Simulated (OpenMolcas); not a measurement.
# Nd3+: effect of the metal basis and ligand basis

Nd3+ with 4 ligands (bromide) in tetrahedral coordination (Td) at 2.76 Å. A charge of +0.25 e stands 2.6 Å behind each ligand.

* Program: OpenMolcas
* Method: CASSCF
* Spin-orbit coupling: RASSI with atomic mean-field integrals over the reference wave functions

Fixed: active space 3 electrons in 7 orbitals (4f), DKH2 Hamiltonian.

States (labels of Td). Energies in cm-1 above the lowest state or level, χT in cm3 K/mol.

```tsv
Run	Metal basis	Ligand basis	Ground state	First state of that spin	First gap with spin-orbit (degeneracies)	Width of lowest J	χT at 300 K	Cost
A	ANO-RCC-VDZP	ANO-RCC-VDZP	4A1	4A2 14.0	21.8 (4, 4)	81	1.675	roughly 2.3 core-minutes
B	ANO-RCC-VTZP	ANO-RCC-VTZP	4A1	4A2 21.7	29.4 (4, 4)	112	1.669	roughly 6 core-minutes
```

Against A, the width of the lowest J multiplet changes by +38.3 % in B.

Costs are those of the RASSCF and RASSI steps.

High states are left out of the spin-orbit mixing, which shifts the levels that they would mix with. Without dynamic correlation the ligand-field splitting of an f shell can come out too small, at times by half. No measured value stands beside these numbers; the geometry was imposed, not optimised, and the real ion may take another.
